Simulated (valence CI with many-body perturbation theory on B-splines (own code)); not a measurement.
## Questions on Tm61+

Method: configuration interaction combined with many-body perturbation theory (CI+MBPT): six valence electrons over a frozen Dirac-Fock core [He], a basis of 9 s, 9 p, 8 d, 6 f, 3 g, 1 h functions for each j, with the one-electron correlation potential Σ1 (screened to all orders), the two-electron term Σ2, the three-electron term Σ3, Breit, model QED; selected single and double excitations, second order for the rest, scaled by the run's own slope (own B-spline code, finite nucleus).

The last digits are not significant, and no measured levels were compared; by estimate large intervals hold to a few tenths of a per cent, small ones and those within an open d or f shell to about a per cent. Among the levels kept, up to 2100 cm⁻¹ of a level comes from second order outside the variational space, and about a tenth of that is noise between levels of different J, which matters for small intervals.

Levels are named by their leading jj configuration (3d3/2^4 stands for four electrons in 3d with j = 3/2), which in mixed levels can hold well under half, so a name can repeat and another be missing.

Rates and lifetimes use the calculated energies. Strong lines usually hold to 10 to 20 %, long lifetimes can be off by a factor of two.

Task: What is the ground level?

Result: (2s^2 2p1/2^2 2p3/2^2) J=2, composition 68 % 2s²2p⁴ ³P + 32 % 2s²2p⁴ ¹D, g = 1.312.

Task: Name the longest-lived excited levels whose lifetime is computed, and their main decay.

Result: (2s^2 2p1/2^2 2p3/2^2) J=0 at 54.8 eV lives 14.7 ms, mostly by E2 to (2s^2 2p1/2^2 2p3/2^2) J=2; (2s^2 2p1/2 2p3/2^3) J=2 at 1032.6 eV lives 203 ps, mostly by M1 to (2s^2 2p1/2^2 2p3/2^2) J=2; (2s^2 2p1/2 2p3/2^3) J=1 at 1014.0 eV lives 91.1 ps, mostly by M1 to (2s^2 2p1/2^2 2p3/2^2) J=2.

Task: What are the static dipole polarisabilities of the lowest levels?

Result: (2s^2 2p1/2^2 2p3/2^2) J=2 8.77e-05 (tensor 2.2e-06); (2s^2 2p1/2^2 2p3/2^2) J=0 8.48e-05 bohr³, of which the core gives 3.04e-07.

Task: Where does the other parity begin?

Result: At (2s 2p1/2^2 2p3/2^3) J=2, 1380.5 eV.

Task: Among levels below 8995.9 eV, which E1 lines absorb most strongly from the ground level?

Result: to (2s^2 2p1/2^2 2p3/2 3d5/2) J=3 at 0.1531 nm, f = 0.836; to (2s^2 2p1/2^2 2p3/2 3d5/2) J=2 at 0.1534 nm, f = 0.269; to (2s 2p1/2^2 2p3/2^2 3p1/2) J=3 at 0.1391 nm, f = 0.174.

Task: What is the ionisation energy?

Result: 13989 eV; NIST lists 13988 ± 12 eV (theoretical).

Task: How well does LS coupling describe the low levels?

Result: Among the lowest 20 levels the leading LS term, summed over configurations, holds 59 % on average. For single configurations the figures are 59 % in LS and 100 % in jj coupling. Terms mix most in the J = 2 level at 7596.7 eV, where the leading one holds 26 %.
